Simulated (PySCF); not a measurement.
[TaOF4]-: computed shieldings and shifts

[TaOF4]-, [F4OTa]-, point group C4v.

Geometry (Å), atoms numbered from 1 in this order:
```xyz
6

Ta   -0.0001   -0.0005    0.0702
O     0.0015   -0.0073    1.8066
F     1.8553    0.0027   -0.4703
F    -0.0012    1.8577   -0.4605
F    -1.8559    0.0010   -0.4683
F     0.0005   -1.8536   -0.4777
```

Total charge -1.

GIAO calculations in PySCF on the PBE0-D3(BJ)/def2-SVP structure: isolated species, scalar relativity only through the core potential, equivalent atoms averaged; basis pcSseg-1 (def2-TZVP on Ta).

(1) Give the isotropic shieldings (ppm) with B3LYP, PBE0.

(2) And the chemical shifts, against references computed in the same way?

(3) Which part of the shielding of F3/F4/F5/F6 depends on the functional?

Results:

(1) 
```csv
atoms,environment,B3LYP,PBE0
F3/F4/F5/F6,fluorine bonded to Ta,157.5,165.6
O2,oxygen bonded to Ta,-368.7,-366.8
HOMO–LUMO gap (eV),–,7.81,8.36
```

(2) 
```
      atoms  nucleus, reference  B3LYP   PBE0
F3/F4/F5/F6          ¹⁹F, CFCl3   14.4   11.6
         O2            ¹⁷O, H2O  702.8  701.4
```

(3) Diamagnetic: B3LYP 477, PBE0 476 ppm; paramagnetic: B3LYP -320, PBE0 -310 ppm. The diamagnetic part, set mainly by inner electrons, hardly moves; the paramagnetic part goes with low-lying magnetically allowed excitations and carries the spread.

Ta is described by an effective core potential, so it has no shielding of its own here; spin–orbit effects on the atoms bonded to it, which can be large, are absent, and the values of these neighbours are rough. Unscaled 19F shifts against computed CFCl3 carry errors that often reach 10 to 50 ppm. Unscaled 17O shifts of doubly bonded oxygen tend to come out too high, by tens of ppm or more. Experimental scales use liquid or dissolved standards, which lie at an offset from isolated H2O (liquid H2O: subtract about 36 ppm).
